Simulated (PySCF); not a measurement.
PySCF input file for GaCl2I, SMILES [I][Ga]([Cl])[Cl], TDA-CAM-B3LYP/def2-SVPD. Geometry optimised at B3LYP-D3(BJ)/def2-SVP. The def2 effective core potentials stand for the cores of I; spin–orbit coupling is left out.

```python
import numpy as np
from pyscf import gto, scf, dft, tdscf

mol = gto.M(
    atom='''
    Ga    0.00000000    0.00000000    0.79372345
    Cl    0.00000000    1.83546740    1.89962644
    Cl    0.00000000   -1.83546740    1.89962644
    I     0.00000000    0.00000000   -1.68288163
    ''',
    basis='def2-SVPD',
    ecp={'I': 'def2-svp'},
    charge=0,
    spin=0,
    symmetry=True,
    max_memory=1600,
    verbose=4,
)
mf = dft.RKS(mol, xc='cam-b3lyp').density_fit(auxbasis='def2-universal-jkfit')
mf.grids.level = 3
mf.conv_tol = 1e-9
mf.max_cycle = 100
mf.kernel()
mf.grids = dft.Grids(mol).set(level=1).build(with_non0tab=True)  # coarser grid for the response kernel
td = tdscf.TDA(mf)
td.singlet = True
td.nstates = 10
td.conv_tol = 1e-4
td.positive_eig_threshold = 1e-6
td.kernel(x0=td.get_init_guess(mf, 15))
td.analyze()
tt = tdscf.TDA(mf)
tt.singlet = False
tt.nstates = 4
tt.conv_tol = 1e-4
tt.positive_eig_threshold = 1e-6
tt.kernel(x0=tt.get_init_guess(mf, 9))
tt.analyze(verbose=3)
```

Output:

```
PySCF version 2.14.0

[INPUT] verbose = 4
[INPUT] num. atoms = 4
[INPUT] num. electrons = 90
[INPUT] charge = 0
[INPUT] spin (= nelec alpha-beta = 2S) = 0
[INPUT] symmetry True subgroup None
[INPUT] Mole.unit = angstrom
[INPUT] Symbol           X                Y                Z      unit          X                Y                Z       unit  Magmom
[INPUT]  1 Ga     0.000000000000   0.000000000000   0.793723450000 AA    0.000000000000   0.000000000000   1.499919939145 Bohr   0.0
[INPUT]  2 Cl     0.000000000000   1.835467400000   1.899626440000 AA    0.000000000000   3.468530696568   3.589773710583 Bohr   0.0
[INPUT]  3 Cl     0.000000000000  -1.835467400000   1.899626440000 AA    0.000000000000  -3.468530696568   3.589773710583 Bohr   0.0
[INPUT]  4 I      0.000000000000   0.000000000000  -1.682881630000 AA    0.000000000000   0.000000000000  -3.180185380762 Bohr   0.0

nuclear repulsion = 579.278404349976
point group symmetry = C2v
symmetry origin: [ 0.00000000e+00  0.00000000e+00 -7.68702152e-09]
symmetry axis x: [1. 0. 0.]
symmetry axis y: [0. 1. 0.]
symmetry axis z: [0. 0. 1.]
num. orbitals of irrep A1 = 53
num. orbitals of irrep A2 = 15
num. orbitals of irrep B1 = 24
num. orbitals of irrep B2 = 35
number of shells = 49
number of NR pGTOs = 240
number of NR cGTOs = 127
basis = def2-SVPD
ecp = {'I': 'def2-svp'}


[settings echo left out]
init E= -3110.84719275312
HOMO (B2) = -0.631174662519602  LUMO (A1) = -0.555829818229235  gap/eV = 2.05024
cycle= 1 E= -3141.09951605931  delta_E= -30.3  |g|= 2.95  |ddm|= 9.72
HOMO (A1) = -0.0388130581920332  LUMO (B2) = -0.0085109578312057  gap/eV = 0.82456
cycle= 2 E= -3138.10650779704  delta_E= 2.99  |g|= 3.18  |ddm|= 15.5
HOMO (B2) = -0.217733168156155  LUMO (A1) = -0.100184407761889  gap/eV = 3.19866
cycle= 3 E= -3142.26113638677  delta_E= -4.15  |g|= 1.09  |ddm|= 13.5
HOMO (B2) = -0.354010031208649  LUMO (A1) = -0.117388947700469  gap/eV = 6.43879
cycle= 4 E= -3142.72188812756  delta_E= -0.461  |g|= 0.268  |ddm|=  1.8
HOMO (B2) = -0.314984294565978  LUMO (A1) = -0.0623905143381904  gap/eV = 6.87343
cycle= 5 E= -3142.7404236391  delta_E= -0.0185  |g|= 0.115  |ddm|= 0.595
HOMO (B2) = -0.345914268393329  LUMO (A1) = -0.0595058555651562  gap/eV = 7.79357
cycle= 6 E= -3142.74356980762  delta_E= -0.00315  |g|= 0.0314  |ddm|= 0.181
HOMO (B2) = -0.351145945293528  LUMO (A1) = -0.0615427164510507  gap/eV = 7.88051
cycle= 7 E= -3142.74376873318  delta_E= -0.000199  |g|= 0.00747  |ddm|= 0.0369
HOMO (B2) = -0.351928236285367  LUMO (A1) = -0.0607132314577541  gap/eV = 7.92436
cycle= 8 E= -3142.74380039507  delta_E= -3.17e-05  |g|= 0.00148  |ddm|= 0.0204
HOMO (B2) = -0.351630558557879  LUMO (A1) = -0.0607207071378895  gap/eV = 7.91606
cycle= 9 E= -3142.74380206784  delta_E= -1.67e-06  |g|= 0.000594  |ddm|= 0.00472
HOMO (B2) = -0.351639602913284  LUMO (A1) = -0.060745646898603  gap/eV = 7.91563
cycle= 10 E= -3142.74380225543  delta_E= -1.88e-07  |g|= 0.000215  |ddm|= 0.00133
HOMO (B2) = -0.35163838608343  LUMO (A1) = -0.0607393453050236  gap/eV = 7.91577
cycle= 11 E= -3142.74380228241  delta_E= -2.7e-08  |g|= 0.000104  |ddm|= 0.000672
HOMO (B2) = -0.351652079332105  LUMO (A1) = -0.0607456093991701  gap/eV = 7.91597
cycle= 12 E= -3142.7438022858  delta_E= -3.38e-09  |g|= 2.58e-05  |ddm|= 0.000168
HOMO (B2) = -0.351651826917958  LUMO (A1) = -0.0607461847355069  gap/eV = 7.91595
cycle= 13 E= -3142.74380228621  delta_E= -4.16e-10  |g|= 3.17e-06  |ddm|= 8.2e-05
HOMO (B2) = -0.351651141344515  LUMO (A1) = -0.0607460069877135  gap/eV = 7.91593
Extra cycle  E= -3142.74380228622  delta_E= -7.28e-12  |g|= 2.03e-06  |ddm|= 8.91e-06
converged SCF energy = -3142.74380228622
tot grids = 28080
Overwritten attributes  positive_eig_threshold  of <class 'pyscf.tdscf.rks.TDA'>


******** <class 'pyscf.tdscf.rks.TDA'> for <class 'pyscf.df.df_jk.DFSymAdaptedRKS'> ********
nstates = 10 singlet
deg_eia_thresh = 1.000e-03
wfnsym = None
conv_tol = 0.0001
eigh lindep = 1e-12
eigh level_shift = 0
eigh max_cycle = 100


Excitation energies (eV)
[4.66569631 4.7936554  5.39487542 5.70347729 5.98054891 6.0710165
 6.3341741  6.40911756 6.51224756 6.66920551]

** Singlet excitation energies and oscillator strengths **
Excited State   1:   B2      4.66570 eV    265.74 nm  f=0.0110
      45 -> 46       -0.69612
Excited State   2:   B1      4.79366 eV    258.64 nm  f=0.0060
      44 -> 46        0.69743
Excited State   3:   A2      5.39488 eV    229.82 nm  f=0.0000
      45 -> 47        0.70357
Excited State   4:   A1      5.70348 eV    217.38 nm  f=0.0004
      43 -> 46       -0.38861
      44 -> 47        0.58086
Excited State   5:   B2      5.98055 eV    207.31 nm  f=0.0178
      42 -> 46        0.68659
Excited State   6:   A2      6.07102 eV    204.22 nm  f=0.0000
      41 -> 46       -0.69336
Excited State   7:   A1      6.33417 eV    195.74 nm  f=0.2525
      39 -> 46        0.32182
      43 -> 46       -0.51004
      44 -> 47       -0.32031
Excited State   8:   B1      6.40912 eV    193.45 nm  f=0.0001
      40 -> 46        0.10669
      43 -> 47       -0.69282
Excited State   9:   A2      6.51225 eV    190.39 nm  f=0.0000
      42 -> 47        0.70208
Excited State  10:   B1      6.66921 eV    185.91 nm  f=0.0319
      40 -> 46        0.68061
      43 -> 47        0.10456

** Transition electric dipole moments (AU) **
state          X           Y           Z        Dip. S.      Osc.
  1         0.0000     -0.3099     -0.0000      0.0961      0.0110
  2         0.2264      0.0000      0.0000      0.0513      0.0060
  3         0.0000      0.0000      0.0000      0.0000      0.0000
  4         0.0000      0.0000     -0.0521      0.0027      0.0004
  5         0.0000      0.3488      0.0000      0.1217      0.0178
  6        -0.0000      0.0000      0.0000      0.0000      0.0000
  7         0.0000      0.0000     -1.2756      1.6271      0.2525
  8        -0.0292     -0.0000      0.0000      0.0009      0.0001
  9         0.0000      0.0000      0.0000      0.0000      0.0000
 10         0.4421      0.0000     -0.0000      0.1955      0.0319

WARN: ECP detected. Skipping calculation of transition velocity and magnetic dipole moments, which have not yet been implemented.



******** <class 'pyscf.tdscf.rks.TDA'> for <class 'pyscf.df.df_jk.DFSymAdaptedRKS'> ********
nstates = 4 triplet
deg_eia_thresh = 1.000e-03
wfnsym = None
conv_tol = 0.0001
eigh lindep = 1e-12
eigh level_shift = 0
eigh max_cycle = 100


Excitation energies (eV)
[4.21727399 4.37643995 5.17192963 5.28657293]

** Triplet excitation energies and oscillator strengths **
Excited State   1:   B2      4.21727 eV    293.99 nm  f=0.0000
Excited State   2:   B1      4.37644 eV    283.30 nm  f=0.0000
Excited State   3:   A1      5.17193 eV    239.73 nm  f=0.0000
Excited State   4:   A2      5.28657 eV    234.53 nm  f=0.0000
```

Self-consistency was reached.

Cost: about 2.3 core-minutes (a rough figure).
